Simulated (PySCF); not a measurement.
Some computed properties have been withheld. Give your best values.

C4H10OSi.
Z-matrix (Å and degrees, GFN2-xTB geometry), rows numbered from 1:
```
C 
C   1  1.3234
C   2  1.4893  1  124.98
C   3  1.5252  2  111.48  1   144.31
Si  3  1.9210  2  108.14  1   -92.05
O   5  1.6245  3  109.40  2    57.09
H   1  1.0789  2  121.61  3    -3.34
H   1  1.0770  2  122.22  3   177.94
H   2  1.0830  1  119.70  3  -177.25
H   3  1.0951  2  108.62  1    24.59
H   4  1.0875  3  110.50  2  -179.89
H   4  1.0879  3  110.67  2    60.38
H   4  1.0895  3  110.81  2   -59.69
H   5  1.4647  3  109.00  2   -63.73
H   5  1.4562  3  111.53  2   171.04
H   6  0.9549  5  120.51  3   -35.22
```

```csv
property,level,value
point group of the GFN2-xTB geometry,GFN2-xTB,C1
"rotational constants A, B, C of the GFN2-xTB geometry",GFN2-xTB,?
dipole moment,PBE0/def2-SVPD,1.57 D
HOMO energy,PBE0/def2-SVPD,-7.23 eV
LUMO energy,PBE0/def2-SVPD,-0.19 eV
lowest singlet excitation,TDDFT PBE0/def2-SVPD,"6.32 eV (196 nm, f = 0.238)"
lowest triplet excitation (Tamm–Dancoff),TDA PBE0/def2-SVPD,4.22 eV
static isotropic polarisability,PBE0/def2-SVPD,?
electronic spatial extent ⟨r²⟩ about the centre of nuclear charge,PBE0/def2-SVPD,845 bohr²
13C chemical shifts (computed TMS as zero) by class,GIAO PBE0/pcSseg-1,?
1H chemical shifts (computed TMS as zero) by class,GIAO PBE0/pcSseg-1,?
"isotropic shieldings of nuclei other than C and H, by class",GIAO PBE0/pcSseg-1,"326 (O6), 375 (Si5) ppm"
```

Electronic properties: PySCF, gas phase, density fitting. NMR classes are plain means over equivalent atoms (diastereotopic ones count apart unless rotation or inversion swaps them), as if these changed places fast; in this geometry the members of some classes differ.

Q: Give the 1H chemical shifts (computed TMS as zero) by class.

A: 6.01 (H9), 5.27 (H7), 5.24 (H8), 4.73 (H15), 4.53 (H14), 1.93 (H10), 1.75 (H16), 1.14 (H11/H12/H13) ppm.

Q: The static isotropic polarisability?

A: 79.3 au.

Q: What are the 13C chemical shifts (computed TMS as zero) by class?

A: 152.3 (C2), 117.0 (C1), 33.6 (C3), 14.3 (C4) ppm.

Q: The rotational constants A, B, C of the GFN2-xTB geometry?

A: 3.228, 2.436, 1.508 GHz.

The principal polarisabilities are 66.8, 78.0 and 93.1 au; their mean is the isotropic value. With B = h/(8π²I), that is 505.379 GHz u Å² over I, the principal moments of inertia are 156.5, 207.4 and 335.2 u Å² (most abundant isotopes); the inertial defect Ic − Ia − Ib is -28.7 u Å² (zero for a rigid planar frame, negative otherwise). The 6 singlets span 6.32 to 7.48 eV, and their oscillator strengths add up to 0.40. The largest Löwdin shares of the HOMO are 0.29 on C1, 0.21 on C2, 0.17 on C3 and 0.11 on Si5.

One conformer stands for the species.
